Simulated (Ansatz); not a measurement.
`BN(C)[SiH2]C` and `BN(C)CC` differ in one atom or group.

Ansatz, PBE0-D4/def2-TZVP geometries, multiplicity 1. Each molecule was computed in one conformer, which needn't be the lowest.

```
                               property  `BN(C)[SiH2]C`
     LUMO energy (PBE0/def2-TZVPP) / eV           -0.04
  HOMO energy (ωB97M-V/def2-TZVPP) / eV          -10.12
HOMO–LUMO gap (ωB97M-V/def2-TZVPP) / eV           11.85
    HOMO energy (B3LYP/def2-TZVPP) / eV           -7.62
    LUMO energy (B3LYP/def2-TZVPP) / eV           -0.27
      LUMO energy (PBE/def2-TZVPP) / eV           -0.98
```

What does the change do to each property? (Estimate.)

Ansatz gave: 
```tsv
property	`BN(C)CC`	shift
LUMO energy (PBE0/def2-TZVPP) / eV	0.21	0.25
HOMO energy (ωB97M-V/def2-TZVPP) / eV	-9.71	0.41
HOMO–LUMO gap (ωB97M-V/def2-TZVPP) / eV	11.63	-0.22
HOMO energy (B3LYP/def2-TZVPP) / eV	-7.18	0.44
LUMO energy (B3LYP/def2-TZVPP) / eV	-0.03	0.24
LUMO energy (PBE/def2-TZVPP) / eV	-0.71	0.27
```

With PBE0 the HOMO rises by 0.45 eV and the LUMO rises by 0.25 eV, so the gap narrows by about 0.20 eV. PBE moves the HOMO by 0.44 eV and ωB97M-V by 0.41 eV.

B3LYP here is the variant with VWN-RPA as its local correlation; programs differ in this.
